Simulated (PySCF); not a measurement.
## Effect of structural changes

Theory: GIAO B3LYP/pcSseg-1 magnetisability, rotational g tensor and spin-rotation constants, non-relativistic, gas phase in PySCF 2.14.0. Geometry: GFN2-xTB.

Each molecule in one low-energy conformer.

Question: How does the isotropic susceptibility change along this series?
- [H]/P=C(\C)OC (F replaced by OCH3)
- [H]/P=C(/F)[SiH3] (CH3 replaced by SiH3)
- [H]/P=C(/F)C(F)(F)F (CH3 replaced by CF3)
- [H]/P=C(\F)[Si](C)(C)C (CH3 replaced by SiMe3)
- [H]/P=C(/F)C(C)(C)C (CH3 replaced by tBu)

Answer: 
| molecule | χ, cgs (10⁻⁶ cm³/mol) | magnetisability anisotropy (10⁻³⁰ J/T²) |
| --- | --- | --- |
| [H]/P=C(\C)OC | -55.1 | 204 |
| [H]/P=C(/F)[SiH3] | -43.7 | 177 |
| [H]/P=C(/F)C(F)(F)F | -54.0 | 166 |
| [H]/P=C(\F)[Si](C)(C)C | -88.5 | 182 |
| [H]/P=C(/F)C(C)(C)C | -79.1 | 210 |

The isotropic susceptibility is lowest for [H]/P=C(\F)[Si](C)(C)C and highest for [H]/P=C(/F)[SiH3].
